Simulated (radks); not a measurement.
Values are calculated unless marked as measured or tabulated.
How relativity changes the ionisation of neutral praseodymium ([Xe] 4f3 6s2) to Pr+ ([Xe] 4f3 6s1). Spin-unpolarised spherical Kohn-Sham, PBE, point nucleus unless stated (finite: rms radius 4.8919 fm), a radial shooting solver on a logarithmic mesh with Libxc functionals. A level marked "c x" has the speed of light scaled by that factor and shares open shells by 2j + 1; other Dirac levels either fill j = l - 1/2 first or share by 2j + 1.

non-rel.: E(Pr) (hartree) -8923.6303; E(Pr+) (hartree) -8923.4305; IE (eV) 5.437; HOMO 6s; <r> HOMO (bohr) 4.726
scalar-rel.: E(Pr) (hartree) -9237.3306; E(Pr+) (hartree) -9237.1203; IE (eV) 5.721; HOMO 4f; <r> HOMO (bohr) 1.211
scalar-rel., finite nucleus: E(Pr) (hartree) -9236.8629; E(Pr+) (hartree) -9236.6526; IE (eV) 5.721; HOMO 4f; <r> HOMO (bohr) 1.211
Dirac, 2j+1 shares: E(Pr) (hartree) -9242.6113; E(Pr+) (hartree) -9242.4010; IE (eV) 5.722; HOMO 4f7/2; <r> HOMO (bohr) 1.225
Dirac, low j first: E(Pr) (hartree) -9242.6326; E(Pr+) (hartree) -9242.4226; IE (eV) 5.716; HOMO 4f5/2; <r> HOMO (bohr) 1.203
Dirac, 2j+1 shares, finite nucleus: E(Pr) (hartree) -9242.1414; E(Pr+) (hartree) -9241.9311; IE (eV) 5.722; HOMO 4f7/2; <r> HOMO (bohr) 1.225
Dirac, c x 1.25: E(Pr) (hartree) -9120.6821; E(Pr+) (hartree) -9120.4762; IE (eV) 5.603; HOMO 4f7/2; <r> HOMO (bohr) 1.164
Dirac, c x 1.5: E(Pr) (hartree) -9057.9808; E(Pr+) (hartree) -9057.7770; IE (eV) 5.547; HOMO 4f7/2; <r> HOMO (bohr) 1.138
Dirac, c x 10: E(Pr) (hartree) -8926.5379; E(Pr+) (hartree) -8926.3380; IE (eV) 5.439; HOMO 6s1/2; <r> HOMO (bohr) 4.724

NIST Atomic Spectra Database: 5.470 eV (semi-empirical). The relativistic part of the total energy of Pr is -318.5 hartree (Dirac, 2j+1 shares, finite nucleus), 3.6 % of the non-relativistic value. Spin polarisation and multiplet splitting of open shells are left out at every level.

Beside tabulated values, note that relativity, absent from the non-relativistic runs, is large for the heavy elements, and spin-unpolarised runs miss the spin-polarisation part of the exchange energy of open shells.
